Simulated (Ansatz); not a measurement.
Reaction (substitution at a C–C bond): `CC(Br)CCBr` + HCl → `CC(Cl)Br` + `CCBr`

Program: Ansatz. Geometries: PBE0-D4/def2-TZVP. ΔE: electronic, gas phase. CCSD(T)/CBS adds triple-zeta CCSD(T) − MP2 to the extrapolated MP2 energy (def2 sets, frozen cores). This one scheme is used for every species. DFT in def2-TZVPP. HSE06 is defined as in plane-wave codes. For Br outer-core shells are correlated without core-valence functions, which leaves a few kJ/mol of doubt a bond. Scalar relativity is left out up to krypton. Each species was taken in one conformer, which may not be the lowest.

```
             level  ΔE (kJ/mol)  difference from CCSD(T)/CBS
       LDA (SPW92)         41.9                         -2.1
         r2SCAN-D4         34.9                         -9.1
           ωB97X-V         38.4                         -5.6
          PBE-QIDH         41.2                         -2.8
              BLYP         16.8                        -27.2
              PBE0         31.4                        -12.6
             HSE06         31.1                        -12.9
             BHLYP         31.3                        -12.7
           LC-ωPBE         35.7                         -8.3
RPA@PBE/def2-TZVPP         44.3                          0.3
      MP2/def2-SVP         53.7                          9.7
  CCSD(T)/def2-SVP         52.0                          8.0
SCS-MP2/def2-TZVPP         41.9                         -2.1
CCSD(T)/def2-TZVPP         46.2                          2.2
     HF/def2-QZVPP         30.7                        -13.3
      HF/CBS(def2)         30.6                        -13.4
       CCSD(T)/CBS         44.0                            0
```

Largest T1 diagnostic among the species: 0.008.

At CCSD(T), def2-SVP lies +8.1 kJ/mol from the extrapolated value and def2-TZVPP +2.3 kJ/mol. The D4 term adds +10.9 kJ/mol with B3LYP and +6.6 kJ/mol with PBE0; it sums over pairs of atoms, weighted by their polarisabilities, and B3LYP, whose exchange is more repulsive, gets the larger term.

CCSD(T)/CBS has its own doubt, a few kJ/mol and more with outer-core shells, so smaller differences from it don't rank the levels.

B3LYP here is the variant with VWN-RPA as its local correlation; programs differ in this.
